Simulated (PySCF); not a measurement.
A structure optimised at PBE-D3(BJ)/def2-SVP, used in a PySCF frequency run:

```
Si
F 1 1.6166
F 1 1.6166 2 108.46
F 1 1.6166 2 108.46 3 117.60
Si 1 2.3244 2 110.47 4 121.20
F 5 1.6166 1 110.47 2 -60.00
F 5 1.6166 6 108.46 1 121.20
F 5 1.6166 6 108.46 7 117.60
```

Q: Write its SMILES, formula and point group.

A: F[Si](F)(F)[Si](F)(F)F, F6Si2, D3d

Q: What are its rotational constants (standard atomic weights)?

A: 1.9328, 0.92431, 0.92431 GHz
